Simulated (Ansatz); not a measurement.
```yaml
crystal:
  periodic: [false, false, false]
  atoms:
    - {symbol: Ge, position_ang: [-0.699800, -0.696490, 2.104094]}
    - {symbol: Ge, position_ang: [2.101784, -0.702980, -0.700354]}
    - {symbol: Ge, position_ang: [-0.697971, 2.103028, -0.701816]}
    - {symbol: Ge, position_ang: [-2.102123, 0.702671, 0.699641]}
    - {symbol: Ge, position_ang: [0.699421, 0.696824, -2.104128]}
    - {symbol: Ge, position_ang: [0.698476, -2.102663, 0.702627]}
    - {symbol: H, position_ang: [-1.562178, -1.556354, 3.051484]}
    - {symbol: H, position_ang: [0.204730, 0.207426, 2.967636]}
    - {symbol: H, position_ang: [3.045911, -1.567235, -1.561938]}
    - {symbol: H, position_ang: [2.968797, 0.200710, 0.201100]}
    - {symbol: H, position_ang: [-1.558964, 3.049532, -1.564038]}
    - {symbol: H, position_ang: [0.207170, 2.967502, 0.200588]}
    - {symbol: H, position_ang: [-2.967735, -0.201373, -0.202796]}
    - {symbol: H, position_ang: [-3.047589, 1.566124, 1.560569]}
    - {symbol: H, position_ang: [-0.205675, -0.206734, -2.967462]}
    - {symbol: H, position_ang: [1.561770, 1.556478, -3.051750]}
    - {symbol: H, position_ang: [-0.206213, -2.968502, -0.198941]}
    - {symbol: H, position_ang: [1.560198, -3.047943, 1.565495]}
basis:
  gaussian: {orbitals: "6-31G*"}
magnetization: {spin_polarized: true, initial_magnetization: 0}
hamiltonian: {xc: {name: rPW86-PBE}, dispersion: rvv10}
scf: {omitted_lower_state_checks: [starts]}
output: {forces: true}
```

```sh
$ ansatz run in.yaml --threads 4 --pin off --events-out ev --progress --plain --max-ram 4787MiB
```

Output, abridged:

```
Functional definition: rPW86-PBE+rVV10
2706 factors; their error is unknown
mean field evaluation 1: about -339370.5007 eV, gradient 3.6e1 eV
mean field evaluation 2: about -339371.2988 eV, gradient 4.0e1 eV
mean field evaluation 4: about -339373.3390 eV, gradient 9.5e-1 eV
mean field evaluation 8: about -339373.2873 eV, gradient 1.4e-1 eV
mean field -339373.28732642 eV, -12471.7382737696 hartree, gradient 4.4e-5 eV, S^2 0.000000; 0 other end points of the search recorded, 0 dependent functions left out
reference -339373.28750784 eV, -12471.7382804369 hartree; 102, 102 occupied and 132, 132 virtual orbitals, 2706 factors
Total energy: -339373.28750784 eV, -12471.7382804369 hartree
Atom 0 at    -0.699800    -0.696490     2.104094 Å, force    -0.026706    -0.026614     0.010042 eV/Å
Atom 1 at     2.101784    -0.702980    -0.700354 Å, force     0.009628    -0.026771    -0.026306 eV/Å
Atom 2 at    -0.697971     2.103028    -0.701816 Å, force    -0.026933     0.009443    -0.026553 eV/Å
Atom 3 at    -2.102123     0.702671     0.699641 Å, force    -0.009391     0.026919     0.026422 eV/Å
Atom 4 at     0.699421     0.696824    -2.104128 Å, force     0.026616     0.026423    -0.009991 eV/Å
Atom 5 at     0.698476    -2.102663     0.702627 Å, force     0.026552    -0.009491     0.026213 eV/Å
Atom 6 at    -1.562178    -1.556354     3.051484 Å, force    -0.150885    -0.150560     0.218881 eV/Å
Atom 7 at     0.204730     0.207426     2.967636 Å, force     0.153396     0.153477     0.188871 eV/Å
Atom 8 at     3.045911    -1.567235    -1.561938 Å, force     0.218262    -0.151380    -0.150920 eV/Å
Atom 9 at     2.968797     0.200710     0.201100 Å, force     0.189253     0.153092     0.152919 eV/Å
Atom 10 at    -1.558964     3.049532    -1.564038 Å, force    -0.150719     0.218595    -0.151147 eV/Å
Atom 11 at     0.207170     2.967502     0.200588 Å, force     0.153542     0.189025     0.153281 eV/Å
Atom 12 at    -2.967735    -0.201373    -0.202796 Å, force    -0.189060    -0.153208    -0.153148 eV/Å
Atom 13 at    -3.047589     1.566124     1.560569 Å, force    -0.218205     0.151179     0.150719 eV/Å
Atom 14 at    -0.205675    -0.206734    -2.967462 Å, force    -0.153571    -0.153256    -0.188787 eV/Å
Atom 15 at     1.561770     1.556478    -3.051750 Å, force     0.150835     0.150447    -0.218677 eV/Å
Atom 16 at    -0.206213    -2.968502    -0.198941 Å, force    -0.153406    -0.189167    -0.153009 eV/Å
Atom 17 at     1.560198    -3.047943     1.565495 Å, force     0.150792    -0.218153     0.151191 eV/Å
Dipole moment:    -0.000074     0.000105     0.000010 e Å
Checks for a lower state left out: starts
```

It took 46 s on 4 threads of Arm Neoverse V2 on a shared host, peak host memory 0.96 GiB.

The 6-31G sets use Cartesian d functions.
